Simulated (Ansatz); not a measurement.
# A family of molecules: the dipole moment

One atom is swapped for its congeners: C4H10 (butane) `CCCC`; C3H10Si `CC[SiH2]C`; C3H10Ge `C[CH2][GeH2][CH3]`. All are singlets with charge 0.

Shapes, held fixed at every level: PBE0-D4/def2-TZVP. Flexible molecules stand in one conformer, not always the lowest. Programs: Ansatz 0.2.0. Values in D.

```
               level  C4H10  C3H10Si  C3H10Ge
   PBE-D4/def2-TZVPP   0.00     0.85     0.78
r2SCAN-D4/def2-TZVPP   0.00     0.85     0.78
 B3LYP-D4/def2-TZVPP   0.00     0.80     0.75
  wB97M-V/def2-TZVPP   0.00     0.81     0.72
```

At wB97M-V/def2-TZVPP the dipole moment isn't monotonic: it is largest for Si and smallest for C (0.81 and 0.00 D). Every level shows the same order. Relativity is left out for Ge unless named. Magnitudes only: a dipole under 1 D may point either way.
